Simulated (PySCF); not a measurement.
Compound: C4H9FGe.
SMILES: `F[C@H]1C[CH2][GeH2][CH2]1`

Level of theory: TDDFT B3LYP/def2-SVPD, vertical, gas phase, core orbitals frozen in the response (PySCF 2.14.0, density-fitted response routines). Isolated species at its PBE0-D3(BJ)/def2-SVP geometry (one conformer only). The B3LYP/def2-SVPD calculation is non-relativistic and has no spin–orbit coupling, an omission that weighs most on germanium.

Orbital energies (eV): HOMO-3 -9.24, HOMO-2 -8.80, HOMO-1 -8.37, HOMO -7.86, LUMO 0.13, LUMO+1 0.40, LUMO+2 0.79.

Computed singlets:

```
state  E (eV)       f
   S1    7.09  0.0011
   S2    7.48   0.045
   S3    7.63   0.095
   S4    7.80  0.0099
   S5    7.92   0.121
   S6    8.05   0.033
```

Q: Which orbital pair leads each of S1, S2, S3 and S4, and how does its energy difference Δε compare with the excitation energy?

A: 

```csv
state,leading configuration,weight,Δε (eV),E (eV),E − Δε (eV),f,other configurations
S1,HOMO→LUMO,0.99,7.99,7.09,-0.90,0.0011,–
S2,HOMO→LUMO+1,0.87,8.26,7.48,-0.78,0.045,H-1→L (10%)
S3,HOMO-1→LUMO,0.88,8.49,7.63,-0.86,0.095,H→L+1 (9%)
S4,HOMO-1→LUMO+1,0.60,8.77,7.80,-0.97,0.0099,H→L+2 (34%)
```

E − Δε runs from -0.97 to -0.78 eV. Among themselves, these states come in the order of their orbital differences.

H and L stand for HOMO and LUMO. The other states: S5 7.92 eV, f 0.121, H→L+2 (58%), H-1→L+1 (28%); S6 8.05 eV, f 0.033, H→L+3 (37%), H-2→L (23%), H-2→L+1 (20%).

Summed over the main configurations (up to three a state, each over 8%) of all 6 singlets, the electron leaves HOMO with weight 3.24, HOMO-1 with weight 1.86 and HOMO-2 with weight 0.43.
